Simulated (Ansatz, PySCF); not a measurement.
This PySCF input computes a PBE0/def2-TZVPD energy:

```python
from pyscf import gto, scf, dft

mol = gto.M(
    atom='''
    C    -0.03656811   -0.45071943   -0.08291141
    F    -0.12060882   -1.30458171    0.93195011
    Cl   -1.43146427    0.54752801   -0.25057898
    Cl    1.50822239    0.30221034   -0.21354352
    ''',
    basis='def2-tzvpd',
    charge=0,
    spin=1,
    verbose=4,
)

mf = dft.UKS(mol, xc='pbe0').density_fit(auxbasis='def2-universal-jkfit')
mf.grids.level = 3
mf.conv_tol = 1e-9
mf.max_cycle = 100
mf.max_memory = 1500
mf.kernel()
if not mf.converged:
    mf = mf.newton()
    mf.kernel(mf.make_rdm1())
for _ in range(2):
    mo, _, stable, _ = mf.stability(return_status=True)
    if stable:
        break
    mf.kernel(mf.make_rdm1(mo, mf.mo_occ))
mf.analyze()
```

**Question.** Write an input for the same energy in Ansatz (a quantum-chemistry and plane-wave program) and say what it gives.

**Answer.** 
Ansatz 0.2 input:
```yaml
crystal:
  periodic: [false, false, false]
  atoms:
    - {symbol: C, position_ang: [-0.03656811, -0.45071943, -0.08291141]}
    - {symbol: F, position_ang: [-0.12060882, -1.30458171, 0.93195011]}
    - {symbol: Cl, position_ang: [-1.43146427, 0.54752801, -0.25057898]}
    - {symbol: Cl, position_ang: [1.50822239, 0.30221034, -0.21354352]}
basis:
  gaussian:
    orbitals: def2-TZVPD
hamiltonian:
  xc: {name: PBE0}
magnetization: {spin_polarized: true, initial_magnetization: 1}
output: {forces: true}
```
It gives -1057.92977 Eh, and PySCF -1057.92979 Eh, a difference of 0.02 mEh, from the treatment of integrals and grids.

It need not be the lowest isomer of its formula.
